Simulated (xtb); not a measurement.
C2H3Cl2FSi, SMILES C(=C(\F)[SiH2]Cl)/Cl. All values are semi-empirical tight-binding results from xtb (GFN2-xTB unless named), good for trends rather than for accurate numbers. Coordinates come from a GFN2-xTB optimisation. The structure was generated by enumeration; whether it is a known compound was not checked. The values are those of a single conformer.

Optimised geometry:

```xyz
9

F      0.4998     2.2089    -0.9296
C      0.5328     0.9996    -0.3187
C      1.6115     0.2540    -0.5233
Cl     1.7439    -1.2807     0.2119
Si    -0.9811     0.5641     0.7494
Cl    -1.9650    -0.9402    -0.1400
H      2.4457     0.5477    -1.1433
H     -0.5076     0.1448     2.0631
H     -1.8081     1.7630     0.7848
```

```
Quantity                                       Result
--------------------------------------  -------------
orbital gap                                   3.98 eV
dipole moment                                  1.23 D
zero-point energy                       26.4 kcal/mol
G − E(el) at 298.15 K (modified RRHO)    5.4 kcal/mol
static polarisability (D4 model)           80.0 bohr³
solvation energy, GFN2-xTB/ALPB(water)  -1.2 kcal/mol
solvation energy, GFN2-xTB/ALPB(dmf)    -4.7 kcal/mol
```

Question: Give the atomic charges and the Wiberg bond orders between heavy atoms. (Estimate from the structure and the level; the computed values follow.)

Answer: charges (e) F1 -0.22, C2 0.04, C3 0.02, Cl4 -0.13, Si5 0.49, Cl6 -0.19, H7 0.08, H8 -0.05, H9 -0.04. Bond orders F1–C2 0.98, C2–C3 1.84, C3–Cl4 1.02, C2–Si5 0.83, Si5–Cl6 1.17.
